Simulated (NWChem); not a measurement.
# NbO, quartet; SMILES [O]=[Nb]

Results from NWChem. Spin-unrestricted. Structure relaxed at the PBE0/def2-SVP, spin-unrestricted level. No stability test was run on the SCF state. def2 effective core potentials on Nb; no spin-orbit coupling. Level B3LYP/def2-SVP: single points from the atomic guess with DIIS by default; each run changes one setting, and all converged runs end within 0.3 mHa of each other. cgmin counts macro-iterations, each dearer than a DIIS step. NWChem's automatic level shift, which a small gap switches on, acted in some of these runs.

Q: Which setting needs the most SCF iterations, or fails (occupation smearing of 0.005 Ha; core-Hamiltonian guess; DIIS on 20 Fock matrices; defaults; DIIS on 3 Fock matrices; quadratically convergent solver (cgmin))?

A: core-Hamiltonian guess, with 31 against 10 for the defaults.
```
setting                                  SCF iterations
---------------------------------------  --------------
defaults                                             10
quadratically convergent solver (cgmin)               6
core-Hamiltonian guess                               31
DIIS on 3 Fock matrices                              11
occupation smearing of 0.005 Ha                      10
DIIS on 20 Fock matrices                              9
```
